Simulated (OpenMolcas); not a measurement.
V2+ (d3) on a cation site of an ionic host was computed by SS-CASPT2, IPEA 0.25 Eh, imaginary shift 0.1 Eh with the d shell active (OpenMolcas, ANO-RCC-VDZP on the metal). Its lowest spin-free states, and all those of the highest spin:

```
2S+1  Degeneracy  E (cm-1)
   4           3         0
   4           3      4110
   2           2      9870
   4           1     10640
   2           3     12440
   2           3     13120
   4           3     15050
   2           3     16040
   2           1     16340
   2           3     18810
   2           3     20470
   2           2     21790
```

**Question.** Is the site octahedral, tetrahedral or cube-like, axial, or of lower symmetry?

**Answer.** The states with 2S+1 = 4 have orbital degeneracies 3, 3, 1, 3. Threefold states need a cubic site. For d3 at this spin an octahedron puts the single A2 below the threefold T2 and a tetrahedron or cube puts the threefold T1 below the threefold T2, so the site is a tetrahedron or a cube, which this pattern cannot tell apart. The run had V2+ with its 8 nearest fluoride ions at 2.328 Å, on the Sr site of SrF2 (a = 5.796 Å, distance in the model lattice 2.510 Å). The rest of the host is ab initio model potentials to 7.6 Å and point charges beyond; the distance is set by hand and nothing relaxes. Ligand basis ANO-RCC-VDZP.

Roots that are degenerate in the reference are averaged as groups; the widest CASPT2 spread within a group is 350 cm-1 (the 3-fold group of multiplicity 4 near 4110 cm-1 above the lowest state of its run). Shifts and gaps below about the spread of the groups concerned are not significant. Over all roots computed the reference weight is 0.69 to 0.70; a low but even weight reflects the number of correlated electrons. An orbital triplet at a regular site is open to Jahn-Teller coupling, which can distort the site and quench the lowest spin-orbit gaps and is left out. Ligand-to-metal charge-transfer states are missing. These CASPT2 states fit no ligand-field parameters well, so their order and spin gaps are uncertain. With no ligand orbital active B as a rule stays too high, so bands that hang on it stand too high and its fall with covalency is understated. With one d shell and no ligand orbital active, 10Dq can be off by tens of per cent for divalent 3d ions, low with halides held by bare charges and at times high in hosts. Free-ion shares, where given, are those of the reference states; single-state CASPT2 does not remix them. No measured value stands beside these numbers; the geometry was set by hand and not optimised.
